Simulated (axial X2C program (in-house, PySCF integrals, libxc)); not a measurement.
Ionising TaH

Calculated with an in-house relativistic program for diatomic molecules, spin-free (one-electron X2C) or two-component (2c: spin–orbit coupling with atomic mean-field Coulomb and Gaunt terms, which also bring small scalar terms), in Dyall basis sets with cores contracted in-house; open shells are unrestricted.

Basis sets: H dyall-v3z, Ta dyall-cv3z. Frozen shells (counts by l): TaH Ta 5s4p2d1f, H none, 6 electrons correlated; TaH⁺ Ta 5s4p2d1f, H none, 5 electrons correlated. Where the outer core of a metal is frozen, bonds come out longer and ionisation energies lower.

| Hamiltonian | level | TaH state | Re (Å) | ωe (cm⁻¹) | De (eV) |
| --- | --- | --- | --- | --- | --- |
| spin-free | HF | M_S = 2, Λ = 2 | 1.826 | 1687.8 | 2.18 |
| spin-free | PBE0 | M_S = 2, Λ = 2 | 1.763 | 1793.3 | 2.72 |
| spin-free | MP2 | M_S = 2, Λ = 2 | 1.785 | 1766.1 | 2.30 |
| 2c | HF | Ω = 1 | 1.820 | 1739.6 | n/a |
| 2c | PBE0 | Ω = 1 | 1.772 | 1802.5 | n/a |
| 2c | MP2 | Ω = 1 | 1.792 | 1791.2 | n/a |

Adiabatic ionisation energy (minimum to minimum, no zero-point term) and constants of TaH⁺:

| Hamiltonian | level | TaH⁺ state | IE (eV) | Re (Å) | ωe (cm⁻¹) | De (eV) | fragments |
| --- | --- | --- | --- | --- | --- | --- | --- |
| spin-free | HF | M_S = 3/2, Λ = 0 | 6.50 | 1.755 | 1950.0 | 1.42 | Ta+ + H |
| spin-free | PBE0 | M_S = 3/2, Λ = 0 | 7.20 | 1.737 | 1965.7 | 2.65 | Ta+ + H |
| spin-free | MP2 | M_S = 3/2, Λ = 0 | 6.90 | 1.743 | 2014.4 | 2.34 | Ta+ + H |
| 2c | HF | Ω = 3/2 | 5.97 | 1.740 | 1957.1 | n/a | Ta+ + H |
| 2c | PBE0 | Ω = 3/2 | 7.00 | 1.718 | 1971.3 | n/a | Ta+ + H |
| 2c | MP2 | Ω = 3/2 | 6.46 | 1.723 | 2017.9 | n/a | Ta+ + H |

(1) Add the zero-point terms to the ionisation energy at MP2, 2c, and say whether the electron removed was bonding.

Each entry is the lowest single determinant of a limited PBE0 search at one distance. De goes to single-determinant-based atoms at the same level (for ions the charge split of lowest energy) and is withheld (n/a) where an atom does not fit its ground term or J level. Main or longest-lived isotopes. One determinant is a doubtful description, or other states lie close, for TaH, TaH⁺; these need not be ground states, and all values refer to the states named. Some open-shell Ω = 0 determinants are out of reach, so the Ω given for TaH need not be the lowest component. With several unpaired electrons the Ω given is that of one determinant, not necessarily of the lowest component. The functionals have no current term, which raises determinants with orbital currents.

## Answers

(1) IE0 = IE + (ωe⁺ − ωe)/2 = 6.46 + (0.014) = 6.47 eV. Re changes by -0.069 Å, but the two determinants differ by more than one electron in one block, so no single orbital tells the change.
